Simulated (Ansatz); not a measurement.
System: GeI2, charge 0, multiplicity 1. 
Structure (B3LYP-D3(BJ)/def2-TZVP (Ansatz, a quantum-chemistry and plane-wave program) minimum search):
```
Ge
I 1 2.5828
I 1 2.5828 2 102.59
```
Charge 0, spin multiplicity 1.

CCSD(T) with Ansatz in growing basis sets, 18 correlated electrons. Valence correlation only, unless marked. UHF or UKS for open shells. No spin-orbit coupling. Frozen are the shells of the preceding noble gas and the d and f shells that filled before the atom's block. Past Kr the def2 sets carry scalar-relativistic core potentials. Costs are ratios of core time to the smallest set, on shared machines of one kind, and rough; they hold the program's checks for lower states.

| basis | functions | cost over smallest | E(corr) (Eh) | electronic atomisation energy (kcal/mol) |
|---|---|---|---|---|
| def2-SVPD | 108 | 1× | -0.3199 | 124.9 |
| def2-TZVPPD | 172 | 2× | ? | ? |

Q: What does the step to def2-TZVPPD buy, and how does its cost grow by formal scaling?

A: Formally CCSD grows as o²v⁴ and (T) as o³v⁴; with o = 9 and v going from 67 to 131 both grow 15-fold in the last step, while integrals and the mean field grow more slowly. That step adds 97.2 mEh of correlation energy and 9.3 kcal/mol to the atomisation energy. Row: E(corr) (Eh) -0.4171, electronic atomisation energy (kcal/mol) 134.1.
